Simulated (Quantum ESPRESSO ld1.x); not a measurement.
Task: Species: Hg54+. Configuration: [Ar] 3d8. All-electron calculation, Dirac Kohn-Sham, PBE, spin-unpolarised, spherical densities, point nucleus; open shells are shared between the two j in proportion to 2j + 1. Program: ld1.x of Quantum ESPRESSO 7.5. Some entries of the table are withheld. Estimate them.

| orbital | occ. | eigenvalue (hartree) | <r^2> (bohr^2) | <r> (bohr) |
|---|---|---|---|---|
| 1s1/2 | 2 | -3173.34 | 0.0003804 | 0.01658 |
| 2s1/2 | 2 | -658.949 | 0.005694 | 0.06899 |
| 2p1/2 | 2 | (1) | 0.004020 | 0.05671 |
| 2p3/2 | 4 | (2) | 0.005186 | 0.06529 |
| 3s1/2 | 2 | -237.932 | 0.03501 | 0.1748 |
| 3p1/2 | 2 | (3) | 0.03164 | 0.1648 |
| 3p3/2 | 4 | (4) | 0.03709 | 0.1790 |
| 3d3/2 | 3.2 | (5) | 0.02783 | 0.1546 |
| 3d5/2 | 4.8 | (6) | 0.02928 | 0.1590 |
| 4s1/2 | 0 | -120.069 | 0.1307 | 0.3405 |
| 4p1/2 | 0 | -116.143 | 0.1271 | 0.3345 |
| 4p3/2 | 0 | -110.001 | 0.1420 | 0.3539 |

Result: 
(1) 2p1/2 eigenvalue (hartree): -637.695
(2) 2p3/2 eigenvalue (hartree): -565.566
(3) 3p1/2 eigenvalue (hartree): -228.861
(4) 3p3/2 eigenvalue (hartree): -211.694
(5) 3d3/2 eigenvalue (hartree): -197.549
(6) 3d5/2 eigenvalue (hartree): -193.762
